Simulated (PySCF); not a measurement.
FH₁₂N₃Si₄. Atoms are numbered in the order given.

```xyz
20

F      0.1762     0.5803    -1.7824
Si     0.3362    -0.1286    -0.3202
N      1.9382     0.1487     0.2461
Si     2.8192     1.6591     0.2808
N     -0.8561     0.5952     0.6931
Si    -2.3987     1.2797     0.2216
N      0.0060    -1.8109    -0.4487
Si    -1.2766    -2.6311     0.4191
H      2.4422    -0.6924     0.5169
H      3.8996     1.7232    -0.7481
H      1.8332     2.7445     0.0300
H      3.4577     1.8603     1.6161
H     -0.5613     0.7629     1.6524
H     -3.3952     1.0303     1.3040
H     -2.3331     2.7545    -0.0054
H     -2.8326     0.6160    -1.0356
H      0.4976    -2.3561    -1.1526
H     -1.1863    -4.0737     0.0496
H     -1.1085    -2.4984     1.8949
H     -2.6381    -2.1330     0.0690
```

The structure is a stationary point at B3LYP-D3(BJ)/def2-SVP. The values are those of a single conformer.

Method: ωB97X/def2-SVP (PySCF).

The molecule is in vacuum.

```yaml
total_energy: -1428.85157 hartree
highest_occupied_level: -10.05 eV
lowest_empty_level: 2.41 eV
orbital_gap: 12.46 eV
dipole_moment: 0.486 e·Å
quadrupole, principal values (traceless, Buckingham form, about the centre of nuclear charge): -7.99, -0.05, 8.04 D·Å
mean_static_polarisability: 105.6 bohr³ (15.65 Å³)
polarisability_principal_values: 91.0, 107.2, 118.7 bohr³
```
